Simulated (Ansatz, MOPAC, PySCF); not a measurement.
Molecule: GaO$_{2}$H$_{2}$, charge 0, multiplicity 2. SMILES: [OH][Ga][OH]
Geometry: optimised at B3LYP-D3(BJ)/def2-TZVP (Ansatz, an electronic-structure program).

Unscaled harmonic wavenumbers (cm⁻¹) in rising order, each level at the stationary point that it reaches from this structure (no distance between atoms moves by over 0.3 Å); the order of modes can differ between levels, and a negative number is imaginary. B3LYP-D3(BJ)/def2-TZVP (PySCF, at the structure above): 181, 272, 325, 613, 647, 773, 828, 3830, 3831.

AM1 (MOPAC): 120, 253, 346, 490, 530, 637, 685, 3583, 3586. Zero-point energy 14.6 against 16.2 kcal/mol; where all levels lie over 400 cm⁻¹, the wavenumbers are on average 0.857 times those of B3LYP-D3(BJ)/def2-TZVP.

PM6 (MOPAC): 156, 245, 316, 598, 663, 786, 825, 2418, 2448. Zero-point energy 12.1 against 16.2 kcal/mol; where all levels lie over 400 cm⁻¹, the wavenumbers are on average 0.881 times those of B3LYP-D3(BJ)/def2-TZVP.

HF/3-21G (Ansatz): 242, 288, 307, 444, 562, 818, 873, 4013, 4013. Zero-point energy 16.5 against 16.2 kcal/mol; where all levels lie over 400 cm⁻¹, the wavenumbers are on average 0.967 times those of B3LYP-D3(BJ)/def2-TZVP.

HF/6-31G* with LANL2DZ past Ar (Ansatz): 224, 295, 322, 679, 691, 785, 827, 4165, 4165. Zero-point energy 17.4 against 16.2 kcal/mol; where all levels lie over 400 cm⁻¹, the wavenumbers are on average 1.061 times those of B3LYP-D3(BJ)/def2-TZVP.
